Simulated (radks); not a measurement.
Excited configurations of Ne9+: one electron is placed in a higher orbital outside the bare nucleus. The ground configuration is 1s1. All-electron calculation, scalar-relativistic Kohn-Sham, r2SCAN, spin-polarised, spherical densities, finite nucleus; open shells are filled with parallel spins first; meta-GGA in the generalised Kohn-Sham scheme; Fermi nuclear charge, rms radius 3.0055 fm. Program: a radial shooting solver on a logarithmic mesh with Libxc functionals. Excitation = E - E(ground); binding = E(ion) - E, where the ion is the core of charge +10; n* = 10/sqrt(2 binding) in atomic units. These energies are relativistic, and a one-electron ion of charge +10 with no core already has n* below n in this formula (scalar-relativistic equation, point nucleus: 2s 1.998, 3s 2.998, 3p 2.999, 4s 3.998, 4f 4.000, 5d 4.999, 6p 5.999, 6f 6.000, 7p 6.999, 7f 7.000). The quantum defect is therefore taken as that value minus n*, so that it holds no relativistic shift of the bare ion.

| outer orbital | excitation (eV) | binding (eV) | n* | quantum defect | <r> (bohr) |
|---|---|---|---|---|---|
| 2s | 1020.5 | 341.87 | 1.995 | 0.003 | 0.5964 |
| 3s | 1210.3 | 152.11 | 2.991 | 0.007 | 1.342 |
| 3p | 1211.7 | 150.67 | 3.005 | -0.006 | 1.250 |
| 4s | 1276.8 | 85.608 | 3.987 | 0.011 | 2.386 |
| 4f | 1278.4 | 83.962 | 4.025 | -0.026 | 1.814 |
| 5d | 1308.2 | 54.258 | 5.008 | -0.008 | 3.456 |
| 6p | 1324.5 | 37.918 | 5.990 | 0.008 | 5.292 |
| 6f | 1324.7 | 37.703 | 6.007 | -0.008 | 4.812 |
| 7p | 1334.5 | 27.888 | 6.985 | 0.014 | 7.240 |
| 7f | 1334.6 | 27.765 | 7.000 | -0.001 | 6.761 |

The Delta-SCF ionisation energy is 1362.4 eV (NIST Atomic Spectra Database: 1362.2 eV, theoretical). Self-interaction in the functional shifts the binding energies and quantum defects, so they are the method's values and not measured ones.
